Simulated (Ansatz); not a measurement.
```yaml
crystal:
  periodic: [false, false, false]
  atoms:
    - {symbol: O, position_ang: [0.908562, -0.725676, -0.017317]}
    - {symbol: Si, position_ang: [-0.255783, 0.056784, -0.875694]}
    - {symbol: Ga, position_ang: [0.001524, 0.217528, 1.374985]}
    - {symbol: H, position_ang: [-1.307520, -0.769517, -1.527943]}
    - {symbol: H, position_ang: [0.179961, 1.110133, -1.832218]}
    - {symbol: H, position_ang: [0.515357, 0.046748, 2.831986]}
basis:
  gaussian: {orbitals: cc-pVDZ, nuclear_model: gaussian}
total_charge: 4
hamiltonian: {xc: {name: BLYP}}
scf: {lower_state_search: off}
output: {forces: true}
```

```sh
$ ansatz run in.yaml --threads 2 --pin off --events-out ev --progress --plain --max-ram 4352MiB
```

Output, abridged:

```
Functional definition: BLYP
925 factors; their error is unknown
mean field evaluation 1: about -62179.1915 eV, gradient 1.8e2 eV
mean field evaluation 2: about -61847.6756 eV, gradient 1.5e2 eV
mean field evaluation 4: about -62080.7011 eV, gradient 2.7e2 eV
mean field evaluation 8: about -62272.0990 eV, gradient 1.2e1 eV
mean field evaluation 16: about -62272.8945 eV, gradient 4.2e-5 eV
mean field -62272.89452842 eV, -2288.4866638355 hartree, gradient 1.1e-6 eV, S^2 0.000000; 0 other end points of the search recorded, 0 dependent functions left out
reference -62272.89481409 eV, -2288.4866743337 hartree; 26, 26 occupied and 48, 48 virtual orbitals, 925 factors
Total energy: -62272.89481409 eV, -2288.4866743337 hartree
Atom 0 at     0.908562    -0.725676    -0.017317 Å, force     0.448341    -0.047928    -0.739885 eV/Å
Atom 1 at    -0.255783     0.056784    -0.875694 Å, force     0.657801    -2.036708    -5.042055 eV/Å
Atom 2 at     0.001524     0.217528     1.374985 Å, force     0.022407     1.119083     6.376197 eV/Å
Atom 3 at    -1.307520    -0.769517    -1.527943 Å, force    -3.150036    -1.958313    -1.741489 eV/Å
Atom 4 at     0.179961     1.110133    -1.832218 Å, force     1.191198     3.113926    -2.783289 eV/Å
Atom 5 at     0.515357     0.046748     2.831986 Å, force     0.830290    -0.190059     3.930520 eV/Å
Dipole moment:    -0.704018     0.383504    -1.474091 e Å
Checks for a lower state left out: stability, starts, cluster_reference, orbital_swaps, neighbouring_geometries, increment
```

In this input the charge is far from anything that the molecule holds. Self-consistency was reached. The result belongs to that input, not to the molecule as meant.
